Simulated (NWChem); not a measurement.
System: HSF₂ cation; SMILES F[SH+]F

Computed with NWChem. Coordinates come from a PBE0/def2-SVP optimisation. Level: M06-2X/def2-SVP with SMD (1 M gas to 1 M solution), gas-phase geometry. Reactions with the solvent are ignored.

```json
[
 {"solvent": "water", "dielectric constant": "78.4", "solvation free energy (kcal/mol)": "-66.0", "cavity-dispersion-structure term (kcal/mol)": "2.4"},
 {"solvent": "1,4-dioxane", "dielectric constant": "2.21", "solvation free energy (kcal/mol)": "-37.4", "cavity-dispersion-structure term (kcal/mol)": "0.3"},
 {"solvent": "1-propanol", "dielectric constant": "20.5", "solvation free energy (kcal/mol)": "-66.0", "cavity-dispersion-structure term (kcal/mol)": "-0.1"},
 {"solvent": "cyclohexane", "dielectric constant": "2.02", "solvation free energy (kcal/mol)": "-34.8", "cavity-dispersion-structure term (kcal/mol)": "-0.1"},
 {"solvent": "tetrahydrofuran", "dielectric constant": "7.43", "solvation free energy (kcal/mol)": "-59.8", "cavity-dispersion-structure term (kcal/mol)": "0.1"},
 {"solvent": "benzene", "dielectric constant": "2.27", "solvation free energy (kcal/mol)": "-38.9", "cavity-dispersion-structure term (kcal/mol)": "-0.3"}
]
```
